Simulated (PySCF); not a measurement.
**Changing a parent structure: BN-doped PAH**

All values: TDA CAM-B3LYP/def2-SVP, gas phase, PySCF SCF with an in-house response code, fitting set def2-universal-JFIT up to Ne and JKFIT beyond, grid level 1 (kernel 0), vertical, one conformer each, geometries GFN2-xTB; core orbitals frozen in the response, virtual orbitals above 1.5 Eh left out. The lowest 6 singlets were sought, and the brightest is taken among them. The runs took 3 to 6 CPU minutes each on shared server CPUs.

The basis has no diffuse functions, so the polarisability comes out too low.

Parent: C20H12BN (BN-doped PAH), SMILES B1C=c2c3cccc4ccc5ccc6ccc(c2c6c5c43)N1.

| Property | Result |
| --- | --- |
| HOMO-LUMO gap | 5.74 eV |
| S1 | 3.73 eV |
| polarisability | 242 bohr³ |
| HOMO | -6.75 eV |
| vertical IP (ΔSCF) | 7.18 eV |

Q: One of these relatives shows the changes HOMO-LUMO gap +0.30 eV, S1 +0.15 eV, polarisability -3 bohr³, HOMO -0.08 eV, vertical IP (ΔSCF) +0.12 eV against the parent. Which?
A. B1C=c2ccc3ccc4ccc5cccc6c(c2c3c4c56)O1
B. B1C=Cc2ccc3ccc4ccc5cccc6c5c4c3c2N16
C. B1C=c2ccc3cccc4c3c2B2N1C=CC1=CC=CC=4N21
D. B1Nc2cccc3c4cccc5ccc6ccc1c(c23)c6c54

A: D.

Q: Give the changes for all of them.

A: 
```json
{"relative": "B1C=c2ccc3ccc4ccc5cccc6c(c2c3c4c56)O1", "change of HOMO-LUMO gap / eV": "-0.63", "change of S1 / eV": "-0.35", "change of polarisability / bohr³": "+4", "change of HOMO / eV": "+0.17", "change of vertical IP (ΔSCF) / eV": "-0.17"}
{"relative": "B1C=Cc2ccc3ccc4ccc5cccc6c5c4c3c2N16", "change of HOMO-LUMO gap / eV": "+0.12", "change of S1 / eV": "-0.08", "change of polarisability / bohr³": "-3", "change of HOMO / eV": "+0.18", "change of vertical IP (ΔSCF) / eV": "-0.15"}
{"relative": "B1C=c2ccc3cccc4c3c2B2N1C=CC1=CC=CC=4N21", "change of HOMO-LUMO gap / eV": "-1.12", "change of S1 / eV": "-1.02", "change of polarisability / bohr³": "+19", "change of HOMO / eV": "+0.90", "change of vertical IP (ΔSCF) / eV": "-1.03"}
{"relative": "B1Nc2cccc3c4cccc5ccc6ccc1c(c23)c6c54", "change of HOMO-LUMO gap / eV": "+0.30", "change of S1 / eV": "+0.15", "change of polarisability / bohr³": "-3", "change of HOMO / eV": "-0.08", "change of vertical IP (ΔSCF) / eV": "+0.12"}
```
